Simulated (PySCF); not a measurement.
**Correlation energy of Ta²⁺ (tantalum, charge +2)**

[Xe] 4f14 5d2 6s1, high-spin 4F determinant (an excited configuration). Computed with PySCF 2.14 in def2-QZVPPD with the def2 core potential (60 electrons) (7s6p4d3f2g, 84 functions), with scalar relativity through the core potential. Frozen: 5s2 5p6; 3 electrons correlated.

| level | correlation energy (mhartree) |
| --- | --- |
| CCSD | -15.78 |
| (T) | -0.11 |
| CCSD(T) | -15.89 |

Diagnostics: T1 = 0.0023, D1 = 0.0050, largest double amplitude 0.023.

Spin-orbit coupling, absent here, splits the open shell strongly.

Cost of the coupled-cluster step: roughly 5 core-seconds, for 3 correlated electrons.
